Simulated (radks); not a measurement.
Task: Hf3+, configuration [Kr] 4d10 4f14 5s2 5p5 5d1 5f1 (not the ground configuration). Calculated with a radial shooting solver on a logarithmic mesh with Libxc functionals: Dirac Kohn-Sham, LDA (Slater exchange, Perdew-Zunger correlation), spin-unpolarised, spherical densities, point nucleus; open shells fill j = l - 1/2 first. Some entries of the table are withheld. Estimate them.

| orbital | occ. | eigenvalue (eV) | r(max) (bohr) |
|---|---|---|---|
| 1s1/2 | 2 | -65182.77 | (1) |
| 2s1/2 | 2 | -11172.19 | 0.06830 |
| 2p1/2 | 2 | (2) | 0.05092 |
| 2p3/2 | 4 | (3) | 0.05755 |
| 3s1/2 | 2 | -2573.055 | 0.1925 |
| 3p1/2 | 2 | -2352.269 | 0.1804 |
| 3p3/2 | 4 | -2097.159 | 0.1942 |
| 3d3/2 | 4 | (4) | 0.1523 |
| 3d5/2 | 6 | (5) | 0.1561 |
| 4s1/2 | 2 | -546.9787 | 0.4379 |
| 4p1/2 | 2 | -456.5653 | 0.4383 |
| 4p3/2 | 4 | -397.9983 | 0.4675 |
| 4d3/2 | 4 | -249.1648 | 0.4660 |
| 4d5/2 | 6 | -238.4415 | 0.4753 |
| 5s1/2 | 2 | (6) | 1.011 |
| 5p1/2 | 2 | -76.6177 | 1.088 |
| 5p3/2 | 3 | -68.2238 | 1.171 |
| 4f5/2 | 6 | -54.4857 | 0.4512 |
| 4f7/2 | 8 | -52.7208 | 0.4564 |
| 5d3/2 | 1 | -33.8640 | 1.492 |
| 5d5/2 | 0 | -33.0262 | 1.527 |
| 5f5/2 | 1 | -12.0649 | 3.564 |
| 5f7/2 | 0 | -12.0343 | 3.582 |

Result: 
(1) 1s1/2 r(max) (bohr): 0.01191
(2) 2p1/2 eigenvalue (eV): -10675.03
(3) 2p3/2 eigenvalue (eV): -9484.351
(4) 3d3/2 eigenvalue (eV): -1722.331
(5) 3d5/2 eigenvalue (eV): -1666.641
(6) 5s1/2 eigenvalue (eV): -102.8923
